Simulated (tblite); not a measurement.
C₄H₉F₃OSi₂.
SMILES with atom numbers: `[CH2:1]=[CH:2][Si@@H:3]([CH2:4][O:5][SiH3:6])[C:7]([F:8])([F:9])[F:10]` (hydrogens: H11, H12 on C1; H13 on C2; H14 on Si3; H15, H16 on C4; H17, H18, H19 on Si6)

Computed with GFN2-xTB (tblite), gas phase: L-BFGS steps from a force-field or distance-geometry start until the largest atomic force falls under 0.01 eV/Å.

At the end of the run (lengths in Å): O5–Si6 1.616, Si3–C7 1.951, C7–F8 1.347, C4–O5 1.401, Si3–C4 1.915, Si6–H19 1.452, C7–F10 1.349, C4–O5–Si6 130.5°, Si3–C7–F8 113.1°, Si3–C4–O5 112.6°, C2–Si3–C4 112.0°, C1–C2–Si3–C4 86°, C2–Si3–C4–O5 -56°, Si3–C4–O5–Si6 -70°, H14–Si3–C2–C1 -46°, H14–Si3–C7–F8 -63°.

**Question.** These geometries were met on the way; a selection of coordinates is given. Order them by energy above the end point, lowest first.
A. O5–Si6 1.622, Si3–C7 1.956, C7–F8 1.347, C4–O5 1.414, Si3–C4 1.933, Si6–H19 1.444, C7–F10 1.349, C4–O5–Si6 121.7°, Si3–C7–F8 112.4°, Si3–C4–O5 113.2°, C2–Si3–C4 114.6°, C1–C2–Si3–C4 135°, C2–Si3–C4–O5 -87°, Si3–C4–O5–Si6 -55°, H14–Si3–C2–C1 5°, H14–Si3–C7–F8 -5°
B. O5–Si6 1.615, Si3–C7 1.916, C7–F8 1.335, C4–O5 1.438, Si3–C4 1.878, Si6–H19 1.419, C7–F10 1.341, C4–O5–Si6 114.2°, Si3–C7–F8 110.4°, Si3–C4–O5 106.6°, C2–Si3–C4 114.3°, C1–C2–Si3–C4 138°, C2–Si3–C4–O5 -86°, Si3–C4–O5–Si6 -62°, H14–Si3–C2–C1 10°, H14–Si3–C7–F8 -10°
C. O5–Si6 1.623, Si3–C7 1.973, C7–F8 1.349, C4–O5 1.406, Si3–C4 1.926, Si6–H19 1.447, C7–F10 1.350, C4–O5–Si6 126.9°, Si3–C7–F8 109.2°, Si3–C4–O5 114.4°, C2–Si3–C4 114.8°, C1–C2–Si3–C4 132°, C2–Si3–C4–O5 -90°, Si3–C4–O5–Si6 -54°, H14–Si3–C2–C1 1°, H14–Si3–C7–F8 -3°
D. O5–Si6 1.712, Si3–C7 1.887, C7–F8 1.385, C4–O5 1.383, Si3–C4 1.883, Si6–H19 1.487, C7–F10 1.382, C4–O5–Si6 109.9°, Si3–C7–F8 106.4°, Si3–C4–O5 109.4°, C2–Si3–C4 111.5°, C1–C2–Si3–C4 137°, C2–Si3–C4–O5 -83°, Si3–C4–O5–Si6 -60°, H14–Si3–C2–C1 15°, H14–Si3–C7–F8 -11°
E. O5–Si6 1.638, Si3–C7 1.950, C7–F8 1.350, C4–O5 1.402, Si3–C4 1.900, Si6–H19 1.451, C7–F10 1.352, C4–O5–Si6 117.3°, Si3–C7–F8 114.1°, Si3–C4–O5 108.1°, C2–Si3–C4 115.7°, C1–C2–Si3–C4 138°, C2–Si3–C4–O5 -87°, Si3–C4–O5–Si6 -61°, H14–Si3–C2–C1 5°, H14–Si3–C7–F8 -6°

**Answer.** C (0.163 eV), A (0.271 eV), E (0.447 eV), B (0.724 eV), D (1.196 eV).

| step | E above end (eV) | rms distance from the end, all atoms (Å) | largest force (eV/Å) | rms shift of all bonds from the end (Å) |
| --- | --- | --- | --- | --- |
| 19 | 0.163 | 0.912 | 0.227 | 0.007 |
| 11 | 0.271 | 0.932 | 0.480 | 0.009 |
| 6 | 0.447 | 0.942 | 0.856 | 0.011 |
| 3 | 0.724 | 0.954 | 0.823 | 0.020 |
| 0 | 1.196 | 0.968 | 2.422 | 0.034 |

Rows stand in the order of the answer.
